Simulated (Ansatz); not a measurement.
C₂H₃FOTe, SMILES `O/C=C(\F)[TeH]`, relaxed with RKS PBE0-D4/def2-TZVP in Ansatz from a PBE-D4/def2-SVP geometry. The force threshold is 0.005 eV/Å; the program also tests the step.

Charge 0, multiplicity 1. Te: def2 effective core potential.

Start:

```xyz
8

O     0.640    1.938    0.098
C     0.728    0.597   -0.052
C    -0.271   -0.270    0.249
F    -1.432    0.272    0.732
Te   -0.091   -2.369    0.185
H    -0.250    2.127    0.463
H     1.691    0.252   -0.454
H    -1.016   -2.545   -1.220
```

```
step  energy (eV)  largest force (eV/Å)  largest move (Å)
   1  -14174.8358                 0.752             0.000
   2  -14174.8806                 0.399             0.063
   3  -14174.8866                 0.114             0.023
   4  -14174.8871                 0.067             0.011
   5  -14174.8875                 0.027             0.004
   6  -14174.8876                 0.006             0.005
   7  -14174.8876                 0.006             0.003
   8  -14174.8876                 0.005             0.006
```

End:

```xyz
8

O     0.634    1.914    0.090
C     0.710    0.580   -0.051
C    -0.267   -0.274    0.254
F    -1.422    0.253    0.739
Te   -0.091   -2.339    0.181
H    -0.233    2.138    0.450
H     1.653    0.232   -0.449
H    -0.982   -2.504   -1.214
```

Hardware: 4 threads of an Arm Neoverse V2 on a shared host. Wall time 25 s, peak host memory 0.47 GiB.
